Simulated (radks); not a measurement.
The numbers below are computed, except where a source is named.
Question: Species: Zr33+. Configuration: [He] 2s2 2p3. Level of theory: scalar-relativistic Kohn-Sham, LDA (Slater exchange, VWN5 correlation), spin-polarised, spherical densities, finite nucleus; open shells are filled with parallel spins first (spin-orbit coupling, left out, can overturn this in heavy ions); Fermi nuclear charge, rms radius 4.2694 fm (a radial shooting solver on a logarithmic mesh with Libxc functionals). Some entries of the table are withheld. Estimate them.

orbital,occ.,eigenvalue (eV),r(max) (bohr)
1s up,1,-20111.51,0.02415
1s down,1,-20081.65,0.02413
2s up,1,-4464.611,0.1332
2s down,1,-4419.722,0.1336
2p up,3,(1),0.1053
2p down,0,(2),0.1057

Answer: 
(1) 2p up eigenvalue (eV): -4262.354
(2) 2p down eigenvalue (eV): -4207.982
